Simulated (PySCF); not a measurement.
Compound: C₅H₄O₂.
Geometry (GFN2-xTB, Å), atoms numbered from 1 in this order:
```
atom  x, y, z in Å
C1    -2.404   -0.556   -0.266
C2    -1.230   -0.038    0.001
C3    -0.355    0.985    0.571
C4     0.212   -0.046   -0.042
O5     1.327   -0.677   -0.436
C6     2.516   -0.126   -0.130
O7     2.689    0.888    0.469
H8    -3.310   -0.064    0.038
H9    -2.501   -1.485   -0.800
H10   -0.244    1.900    1.099
H11    3.306   -0.780   -0.531
```

The calculation used TDDFT PBE0/def2-SVPD, vertical, gas phase, core orbitals frozen in the response in PySCF.

Transition dipole moments from the ground state, in atomic units and in the frame of the coordinates above (overall signs are arbitrary), for the states with f of 0.002 or more among the lowest 8:

| state | E (hartree) | μx | μy | μz |
| --- | --- | --- | --- | --- |
| S1 | 0.1464 | 0.656 | -0.146 | -0.097 |
| S3 | 0.2019 | 0.609 | 0.355 | 0.191 |
| S4 | 0.2101 | 0.001 | -0.077 | 0.131 |
| S5 | 0.2400 | -0.009 | 0.069 | -0.122 |
| S7 | 0.2465 | -0.004 | 0.079 | -0.135 |
| S8 | 0.2540 | 0.000 | 0.189 | -0.320 |

(1) What oscillator strength does each state have?

(2) The point group is Cs. Which irreducible representation does each state belong to?

(3) What angle do the transition dipoles of S3 and S8 make?

(4) What peak molar absorption coefficient would the strongest computed level give as a lone Gaussian band 0.5 eV wide at half height?

Answers

(1) f = (2/3) ΔE |μ|² with ΔE in hartree (27.2114 eV).

| state | \|μ\|² (au) | \|μ\| (D) | f |
| --- | --- | --- | --- |
| S1 | 0.461 | 1.73 | 0.045 |
| S3 | 0.533 | 1.86 | 0.072 |
| S4 | 0.023 | 0.39 | 0.003 |
| S5 | 0.020 | 0.36 | 0.003 |
| S7 | 0.025 | 0.40 | 0.004 |
| S8 | 0.138 | 0.94 | 0.023 |

(2) From a totally symmetric ground state, an allowed state transforms like the component of the dipole operator along its μ. Polarised normal to the mirror plane, so A″: S4, S5, S7 and S8. Polarised in the mirror plane, so A′: S1 and S3.

(3) |cos θ| = |μa·μb| / (|μa| |μb|) = 0.02, so θ ≈ 89° (taken between 0 and 90°, since the signs are arbitrary).

(4) ε(max) = 2.175×10⁸ f / FWHM, with the width in cm⁻¹. S3: 2.175×10⁸ × 0.0718 / 4033 ≈ 3900 L mol⁻¹ cm⁻¹.

One conformer stands for the species.
